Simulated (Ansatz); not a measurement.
`NB(O)CO` + `C=N` → `C=NB(N)O` + CH₃OH  (ligand exchange at a B–C bond)

Program: Ansatz. Geometries: PBE0-D4/def2-TZVP. ΔE: electronic, gas phase. CCSD(T)/CBS is the MP2 limit (def2-TZVPP, def2-QZVPP) plus CCSD(T) − MP2 in def2-TZVPP, frozen cores. This one scheme is used for every species. Functionals use def2-TZVPP. Each species was taken in one conformer, which may not be the lowest.

```csv
level,ΔE (kJ/mol)
revPBE-D4,-51.3
B2PLYP,-55.6
PBE0,-51.2
BHLYP,-57.4
CAM-B3LYP,-54.4
LC-ωPBE,-49.6
HF/def2-SVP,-65.3
SCS-MP2/def2-QZVPP,-56.0
```

What does CCSD(T)/CBS give? (Best estimate.)

The calculation gave: -50.3 kJ/mol. The listed levels differ from it by -1.0, -5.3, -0.9, -7.1, -4.1, 0.7, -15.0, -5.7 kJ/mol.

Largest T1 diagnostic among the species: 0.012.

Leaving LDA and LC-ωPBE aside and taking each functional with its dispersion term where it has one, the values, not all of them listed here, spread over 7.3 kJ/mol, from BHLYP-D4 to ωB97X-V. LDA lies +3.2 kJ/mol from PBE without D4. In def2-TZVPP, CCSD(T) changes the Hartree–Fock value by +12.0 kJ/mol (the triples alone add +1.0 kJ/mol) and MP2 by +7.7 kJ/mol.
